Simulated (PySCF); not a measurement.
Al(NHMe)(OH)2 (CH₆AlNO₂), SMILES C[NH][Al]([OH])[OH].

Coordinates come from a B3LYP-D3(BJ)/def2-SVP optimisation. The structure was generated by enumeration; whether it is a known compound was not checked. Other conformers were not sampled.

Level of theory: PBE/def2-TZVP in PySCF.

Symmetry labels are those of the subgroup Cs that the program uses (full group Cs).

Computed valence orbital energies around the gap with their symmetry:
```json
[
 {"orbital": "HOMO−7", "symmetry": "A'", "energy (eV)": "-10.08"},
 {"orbital": "HOMO−6", "symmetry": "A\"", "energy (eV)": "-9.96"},
 {"orbital": "HOMO−5", "symmetry": "A'", "energy (eV)": "-8.38"},
 {"orbital": "HOMO−4", "symmetry": "A'", "energy (eV)": "-7.69"},
 {"orbital": "HOMO−3", "symmetry": "A\"", "energy (eV)": "-7.56"},
 {"orbital": "HOMO−2", "symmetry": "A'", "energy (eV)": "-7.50"},
 {"orbital": "HOMO−1", "symmetry": "A\"", "energy (eV)": "-7.04"},
 {"orbital": "HOMO", "symmetry": "A\"", "energy (eV)": "-5.25"},
 {"orbital": "LUMO", "symmetry": "A'", "energy (eV)": "-1.00"},
 {"orbital": "LUMO+1", "symmetry": "A\"", "energy (eV)": "0.45"},
 {"orbital": "LUMO+2", "symmetry": "A'", "energy (eV)": "0.53"},
 {"orbital": "LUMO+3", "symmetry": "A'", "energy (eV)": "0.78"}
]
```
